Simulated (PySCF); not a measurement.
Job file and geometry (Å, from GFN2-xTB) of an NMR shielding run on SMILES C[S][AlH2-][S+](C)C, C$_{3}$H$_{11}$AlS$_{2}$, GIAO PBE0/pcSseg-1 NMR shielding, non-relativistic, gas phase (PySCF); density fitting, a coarse starting grid and PySCF grid level 2 are the driver's defaults:

```
$ OMP_NUM_THREADS=1 python probes_run.py task.json out

{"job": {"kind": "nmr", "xc": "PBE0", "basis": "pcSseg-1"}, "charge": 0, "multiplicity": 1}
C      2.970686     0.163913    -0.826766
S      1.274686    -0.502755    -0.861166
Al     0.799584     0.416734     1.102893
S     -1.653148     0.383612     1.252298
C     -2.031790     0.891940    -0.450643
C     -1.742554    -1.419367     1.071835
H      3.662135    -0.642466    -0.600463
H      3.056961     0.950083    -0.076464
H      3.185602     0.568484    -1.811235
H      1.011577     1.954358     1.119424
H      1.047412    -0.464371     2.353795
H     -1.834835     1.958229    -0.513670
H     -3.080937     0.694812    -0.648774
H     -1.391514     0.354205    -1.147210
H     -2.724884    -1.683910     0.693068
H     -0.957643    -1.767238     0.398201
H     -1.598336    -1.844232     2.061037
```

Q: What does the program print?

A: 
```
coarse grid: 14952 points
cycle   1  E = -1159.1051786090  dE =  2.109e-01  |g| = 3.191e-01  |ddm| = 3.532e+00
cycle   2  E = -1159.1139439697  dE = -8.765e-03  |g| = 2.947e-01  |ddm| = 8.091e-01
cycle   3  E = -1159.1362456314  dE = -2.230e-02  |g| = 4.595e-02  |ddm| = 4.093e-01
cycle   4  E = -1159.1367907728  dE = -5.451e-04  |g| = 1.324e-02  |ddm| = 6.905e-02
cycle   5  E = -1159.1368357357  dE = -4.496e-05  |g| = 3.777e-03  |ddm| = 1.906e-02
cycle   6  E = -1159.1368389348  dE = -3.199e-06  |g| = 1.008e-03  |ddm| = 5.442e-03
final grid: 128104 points
cycle   7  E = -1159.1761330820  dE = -2.665e-05  |g| = 8.649e-03  |ddm| = 2.723e-02
cycle   8  E = -1159.1761229609  dE =  1.012e-05  |g| = 1.069e-02  |ddm| = 1.465e-02
cycle   9  E = -1159.1761510379  dE = -2.808e-05  |g| = 4.107e-04  |ddm| = 8.568e-03
cycle  10  E = -1159.1761510851  dE = -4.719e-08  |g| = 1.292e-04  |ddm| = 6.444e-04
cycle  11  E = -1159.1761510892  dE = -4.097e-09  |g| = 4.715e-05  |ddm| = 1.785e-04
cycle  12  E = -1159.1761510898  dE = -5.793e-10  |g| = 9.679e-06  |ddm| = 4.809e-05
converged SCF energy = -1159.1761510898

GIAO shielding tensors (ppm)
atom      isotropic    diamagn.    paramagn.     s11        s22        s33       span
  0 C      178.931     249.685     -70.755    165.692    178.508    192.591     26.899
  1 S      792.281    1061.422    -269.142    695.971    718.737    962.134    266.164
  2 Al     412.190     796.690    -384.499    378.831    420.849    436.891     58.061
  3 S      603.417    1059.726    -456.309    463.039    609.158    738.055    275.016
  4 C      163.465     253.559     -90.094    146.641    157.785    185.969     39.327
  5 C      162.758     253.414     -90.657    145.255    156.499    186.519     41.264
  6 H       29.569      28.668       0.902     22.934     27.028     38.746     15.811
  7 H       29.714      29.810      -0.096     23.103     29.362     36.679     13.576
  8 H       29.402      29.053       0.349     22.687     26.824     38.695     16.008
  9 H       27.409      30.724      -3.315     23.881     25.838     32.508      8.627
 10 H       27.395      30.588      -3.193     23.552     25.961     32.673      9.121
 11 H       29.562      30.879      -1.317     25.011     26.155     37.520     12.509
 12 H       29.633      29.798      -0.165     24.136     27.009     37.754     13.618
 13 H       28.659      32.461      -3.802     21.803     29.619     34.554     12.751
 14 H       29.796      29.783       0.012     24.542     27.038     37.806     13.264
 15 H       28.920      32.080      -3.160     21.742     30.469     34.550     12.808
 16 H       29.459      29.989      -0.530     25.141     25.535     37.701     12.560
```

Size and cost of the density-fitted run: 178 basis functions, 18 s wall time on 1 thread of an AMD EPYC 9R14, shared host; peak memory 0.82 GiB.
